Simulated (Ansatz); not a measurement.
**A cut through the energy surface**

GeHSF (SMILES [F][Ge][SH]), singlet, at its PBE0-D4/def2-TZVP minimum:

```
atom    x (Å)    y (Å)    z (Å)
  F1  -1.9109   0.4714   0.5746
 Ge2  -0.3041  -0.0642   1.0419
  S3   0.5315  -0.0274  -1.0308
  H4   1.7390  -0.4401  -0.6060
```

The bond length S3–H4 (1.345 Å at the minimum) is set to the values below, the two halves moving rigidly along the bond. Each method's energies count from its own value at the PBE0-D4 minimum structure. Ansatz 0.2.0; basis: def2-TZVPP; cores frozen in the correlated methods. Filled d shells of the heavier atoms are correlated. The def2 sets are not built for correlating such inner shells, so the correlated values are less sure here.

CCSD(T) energies along the scan:
| bond length (Å) | CCSD(T) (eV) |
| --- | --- |
| 1.157 | 0.627 |
| 1.196 | 0.361 |
| 1.254 | 0.117 |
| 1.322 | 0.005 |
| 1.397 | 0.037 |
| 1.478 | 0.194 |
| 1.564 | 0.447 |
| 1.654 | 0.767 |
| 1.748 | 1.127 |
They count from the CCSD(T) energy at the PBE0-D4 minimum.

Minimum and curvature along this coordinate at CCSD(T): A fifth-order fit through the nearest points gives 1.341 Å, with a curvature of about 26 eV/Å².

Treat the two halves as rigid bodies and work out the harmonic wavenumber of this stretch from that curvature (ν̃ = 521.5 √(k/μ) cm⁻¹ with k in eV/Å² and μ in u).

The halves weigh 123.67 and 1.01 u, so μ = 123.67 × 1.01/124.68 = 1.002 u and ν̃ = 521.5 √(26/1.002) ≈ 2700 cm⁻¹. A true normal mode mixes in other motions, so this is a guide only.

Largest difference from the CCSD(T) curve over the scan: r2SCAN-D4 0.019; wB97M-V 0.044; HF 0.218 eV. Each curve counts from its own value at the minimum.

The T1 diagnostic stays at or below 0.016.

For scale, one of the runs: CCSD(T)/def2-TZVPP, 135 basis functions (an equivalent command: `ansatz run in.yaml --threads 2`). The run took 7.5 s on 2 CPU threads (shared host), with 0.74 GiB of host memory at its peak.
